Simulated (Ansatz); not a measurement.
Program: Ansatz. Geometries: PBE0-D4/def2-TZVP. ΔE: electronic, gas phase. CCSD(T)/CBS adds triple-zeta CCSD(T) − MP2 to the extrapolated MP2 energy (def2 sets, frozen cores). DFT in def2-TZVPP. B3LYP here is the variant with VWN-RPA as its local correlation; programs differ in this. For Zn outer-core shells are correlated without core-valence functions, which leaves a few kJ/mol of doubt a bond. Scalar relativity is left out up to krypton. Each species was taken in one conformer, which may not be the lowest.

Consider the redistribution: `CCB(N)O` + `[NH2][Zn][O][SiH3]` → `CCB(O)O[SiH3]` + `[NH2][Zn][NH2]`.

| level | ΔE (kJ/mol) | difference from CCSD(T)/CBS |
| --- | --- | --- |
| PBE-D4 | 9.3 | -3.8 |
| r2SCAN-D4 | 11.1 | -2.0 |
| PBE0-D4 | 12.0 | -1.1 |
| B3LYP-D4 | 11.4 | -1.7 |
| ωB97X-V | 12.5 | -0.6 |
| ωB97M-V | 10.4 | -2.7 |
| B2PLYP | 14.7 | 1.6 |
| PBE | 11.5 | -1.6 |
| r2SCAN | 11.9 | -1.2 |
| PBE0 | 14.1 | 1.0 |
| B3LYP | 14.8 | 1.7 |
| HF/def2-TZVPP | 23.0 | 9.9 |
| MP2/def2-TZVPP | 12.8 | -0.3 |
| SCS-MP2/def2-TZVPP | 15.5 | 2.4 |
| CCSD/def2-TZVPP | 14.8 | 1.7 |
| CCSD(T)/def2-TZVPP | 13.2 | 0.1 |
| HF/def2-QZVPP | 24.3 | 11.2 |
| MP2/def2-QZVPP | 13.2 | 0.1 |
| SCS-MP2/def2-QZVPP | 15.9 | 2.8 |
| HF/CBS(def2) | 24.5 | 11.4 |
| MP2/CBS(def2) | 12.7 | -0.4 |
| CCSD/CBS(def2) | 14.7 | 1.6 |
| CCSD(T)/CBS | 13.1 | 0 |

Largest T1 diagnostic among the species: 0.015.

The D4 term adds −3.4 kJ/mol with B3LYP and −2.0 kJ/mol with PBE0; it sums over pairs of atoms, weighted by their polarisabilities, and B3LYP, whose exchange is more repulsive, gets the larger term. In def2-TZVPP, CCSD(T) changes the Hartree–Fock value by −9.8 kJ/mol (the triples alone add −1.6 kJ/mol) and MP2 by −10.2 kJ/mol.
